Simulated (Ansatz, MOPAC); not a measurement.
Molecule: C3H10GeN, charge 0, multiplicity 2. SMILES: [CH2][N]([GeH3])CC

Atoms: C1, N2, Ge3, C4, C5, H6, H7, H8, H9, H10, H11, H12, H13, H14, H15. Bonds: C1-N2, C1-H6, C1-H7, N2-Ge3, N2-C4, Ge3-H8, Ge3-H9, Ge3-H10, C4-C5, C4-H11, C4-H12, C5-H13, C5-H14, C5-H15.

Bond lengths (Å) and angles (degrees) optimised at PM7 with MOPAC; HF/6-31G* with LANL2DZ past Ar with Ansatz (a quantum-chemistry and plane-wave program); B3LYP/LANL2DZ with Ansatz; MP2/6-31G* with LANL2DZ past Ar with Ansatz, each started from the B3LYP-D3(BJ)/def2-TZVP structure (Ansatz) of the last column. A row stands for all coordinates that are equal there; 11 of 34 kinds are shown. 6-31G* holds six Cartesian d functions. No wavenumbers were computed at B3LYP/LANL2DZ, MP2/6-31G* with LANL2DZ past Ar, so these may be saddle points.

```csv
coordinate,PM7,HF/6-31G* with LANL2DZ past Ar,B3LYP/LANL2DZ,MP2/6-31G* with LANL2DZ past Ar,B3LYP-D3(BJ)/def2-TZVP
C1-N2,1.283,1.395,1.406,1.396,1.380
C1-H6,1.090 to 1.094,1.076,1.085,1.085,1.080
N2-Ge3,2.051,1.835,1.859,1.857,1.857
N2-C4,1.466,1.456,1.480,1.464,1.459
Ge3-H8,1.480,1.533,1.544 to 1.551,1.545,1.536
Ge3-H10,1.483,1.539,1.545,1.553,1.545
C4-C5,1.531,1.527,1.546,1.525,1.526
C4-H11,1.112,1.088,1.100,1.099,1.097
C1-N2-Ge3,122.7,119.3,120.2,117.9,119.1
C1-N2-C4,120.9,116.8,117.4,116.4,117.7
Ge3-N2-C4,116.3,120.8,121.3,120.6,120.6
```

A range marks coordinates that this level makes unequal.

Mean signed difference of all 14 bond lengths from B3LYP-D3(BJ)/def2-TZVP: PM7 0.001 Å, HF/6-31G* with LANL2DZ past Ar -0.005 Å, B3LYP/LANL2DZ 0.009 Å, MP2/6-31G* with LANL2DZ past Ar 0.005 Å.
